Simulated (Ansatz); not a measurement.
Species: sum formula H₄BN₂O (charge 0, doublet). It need not be the lowest isomer of its formula. 
Coordinates optimised at B3LYP-D3(BJ)/def2-TZVP (Ansatz, a quantum-chemistry and plane-wave program):
```xyz
8

N     -1.2156    -0.4172    -0.5487
B     -0.0025     0.0541     0.0395
N      1.2616    -0.5746    -0.1760
O     -0.0536     1.1567     0.8452
H     -2.0733     0.0930    -0.4217
H     -1.3578    -1.3981    -0.7229
H      2.0805    -0.2480     0.3085
H      1.4703    -1.0280    -1.0499
```
Charge 0, spin multiplicity 2.

Basis-set convergence of Hartree-Fock and CCSD correlation energies (hartree) with Ansatz. Valence correlation only, unless marked. UHF or UKS for open shells. No spin-orbit coupling. No relativistic terms.

```json
[
 {"basis": "aug-cc-pVDZ", "functions": "128", "E(HF)": "-210.90075", "E(corr, CCSD)": "-0.62709"},
 {"basis": "aug-cc-pVTZ", "functions": "276", "E(HF)": "-210.95447", "E(corr, CCSD)": "-0.75033"},
 {"basis": "aug-cc-pVQZ", "functions": "504", "E(HF)": "-210.96789", "E(corr, CCSD)": "-0.78933"}
]
```

Extrapolating the two largest sets (X = 3 and 4) as X^-3: E(corr) = (64·(-0.78933) - 27·(-0.75033))/37 = -0.8178 Eh, an estimate of the basis-set limit. The largest set recovers 96.5 % of it, the smallest 76.7 %.
